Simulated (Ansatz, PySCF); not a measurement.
C₃H₇O₂, SMILES CC(O)C[O] (connectivity only; charge and spin as stated), charge -1, multiplicity 1. Atoms are numbered in the order given.

```xyz
12

C      1.5038     0.1823     0.0846
C      0.0424     0.5124    -0.1262
O     -0.4093     1.5178     0.7929
C     -0.8194    -0.7663     0.0102
O     -0.4984    -1.7081    -0.8729
H      2.1777     1.0229    -0.1630
H      1.6686    -0.1119     1.1348
H      1.7308    -0.6801    -0.5601
H     -0.1013     0.8766    -1.1627
H      0.2760     2.1862     0.8595
H     -0.7011    -1.0619     1.1057
H     -1.8896    -0.3880    -0.0384
```
Charge -1, spin multiplicity 1.

Geometry: PBE0-D3(BJ)/def2-SVPD. The multiplicity is an assumed one; no other spin state was optimised. The isomer is the one that the SMILES or the coordinates give; other isomers of the formula were not compared. The values are those of a single conformer.

Two levels are set side by side: PBE-D3(BJ)/def2-SVPD (Ansatz, a quantum-chemistry and plane-wave program) and PBE0-D3(BJ)/def2-SVPD (Ansatz). Each level has its own optimised geometry; the coordinates shown are those of the second. Frequencies come from the Hessian of PySCF at each geometry. Differences are taken from unrounded values.

```
quantity                            PBE0-D3(BJ)
----------------------------------  -----------
mean bond length (Å)                      1.225
bond C1–C2 (Å)                            1.513
bond C2–O3 (Å)                            1.435
bond C2–C4 (Å)                            1.548
bond C4–O5 (Å)                            1.330
bond C1–H6 (Å)                            1.106
bond C1–H7 (Å)                            1.103
bond C1–H8 (Å)                            1.100
bond C2–H9 (Å)                            1.108
bond O3–H10 (Å)                           0.960
bond C4–H11 (Å)                           1.141
bond C4–H12 (Å)                           1.136
highest harmonic wavenumber (cm⁻¹)         3892
mean harmonic wavenumber (cm⁻¹)            1430
zero-point energy (kcal/mol)              61.31
```

Task: What does PBE-D3(BJ) give, and how far is it from PBE0-D3(BJ)? (Estimate from the structure and the level; the computed values follow.)

Result: 
| quantity | PBE-D3(BJ) | PBE-D3(BJ) minus PBE0-D3(BJ) |
|---|---|---|
| mean bond length (Å) | 1.237 | 0.011 |
| bond C1–C2 (Å) | 1.521 | 0.008 |
| bond C2–O3 (Å) | 1.456 | 0.021 |
| bond C2–C4 (Å) | 1.562 | 0.014 |
| bond C4–O5 (Å) | 1.340 | 0.009 |
| bond C1–H6 (Å) | 1.113 | 0.008 |
| bond C1–H7 (Å) | 1.112 | 0.009 |
| bond C1–H8 (Å) | 1.109 | 0.009 |
| bond C2–H9 (Å) | 1.116 | 0.008 |
| bond O3–H10 (Å) | 0.972 | 0.012 |
| bond C4–H11 (Å) | 1.153 | 0.012 |
| bond C4–H12 (Å) | 1.148 | 0.012 |
| highest harmonic wavenumber (cm⁻¹) | 3700 | -191 |
| mean harmonic wavenumber (cm⁻¹) | 1370 | -59 |
| zero-point energy (kcal/mol) | 58.77 | -2.54 |

Exact exchange shortens and stiffens bonds; PBE has none. Differences between two approximate levels are no errors against the true value.
